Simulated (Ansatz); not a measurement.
Cost and result for the atomization energy of C$_{2}$H$_{2}$BF$_{2}$N, SMILES `FBC1(F)C=N1` (8 atoms, 8 bonds).

Charge 0, multiplicity 1. The geometry is a stationary point of PBE0-D4/def2-TZVP. It is one conformer, not always the lowest. Program: Ansatz. All runs use 2 threads of an Intel Xeon 6975P-C on a shared host. Times are those of one run each, without the atoms' runs, and a repeat can differ threefold. Electronic energies, without spin–orbit coupling; frozen cores. CCSD(T)/CBS adds CCSD(T) − MP2 in def2-TZVPP to the MP2 limit, and its time is that of the two runs behind it. T1 = 0.013. HSE06 is the plane-wave form, built on full-range PBE exchange.

CCSD(T)/CBS is a level of theory with its own doubt, some kJ/mol a heavy atom from the limit and from the frozen cores, so smaller differences don't rank the functionals.

| level | functions | wall time | atomization (kcal/mol) | difference from CCSD(T)/CBS | per bond |
| --- | --- | --- | --- | --- | --- |
| revPBE-D4/def2-TZVPP | 214 | 1.7 s | 829.4 | 17.1 | 2.1 |
| PBE-D4/def2-TZVPP (with forces) | 214 | 2 s | 859.6 | 47.3 | 5.9 |
| BHLYP-D4/def2-TZVPP | 214 | 2.6 s | 775.6 | -36.7 | -4.6 |
| HSE06-D4/def2-TZVPP | 214 | 2.9 s | 828.4 | 16.1 | 2.0 |
| r2SCAN-D4/def2-TZVPP (with forces) | 214 | 3.8 s | 823.2 | 10.9 | 1.4 |
| CCSD(T)/def2-SVP | 94 | 5.5 s | 774.0 | -38.3 | -4.8 |
| PBE-QIDH/def2-TZVPP | 214 | 5.5 s | 814.0 | 1.7 | 0.2 |
| B97M-V/def2-TZVPP | 214 | 7 s | 821.0 | 8.7 | 1.1 |
| ωB97X-V/def2-TZVPP | 214 | 7 s | 820.9 | 8.6 | 1.1 |
| ωB97M-V/def2-TZVPP (with forces) | 214 | 9 s | 822.4 | 10.1 | 1.3 |
| MP2/def2-QZVPP | 402 | 20 s | 838.5 | 26.2 | 3.3 |
| CCSD(T)/def2-TZVPP | 214 | 55 s | 788.1 | -24.2 | -3.0 |
| CCSD(T)/CBS(def2) | – | 75 s | 812.3 | 0.0 | 0.0 |

From r2SCAN to r2SCAN0 (25 % exact exchange), in def2-TZVPP and without D4, the atomization energy moves by −25.2 kcal/mol: exact exchange takes away binding that semilocal exchange gives to molecules. In def2-TZVPP, CCSD(T) changes the Hartree–Fock value by +230.7 kcal/mol (the triples alone add +19.3 kcal/mol) and MP2 by +266.7 kcal/mol; breaking electron pairs costs correlation energy, which Hartree–Fock lacks. The D4 term adds +5.4 kcal/mol with B3LYP and +2.8 kcal/mol with PBE0; it sums over pairs of atoms, weighted by their polarisabilities, and B3LYP, whose exchange is more repulsive, gets the larger term.

B3LYP here is the variant with VWN-RPA as its local correlation; programs differ in this.
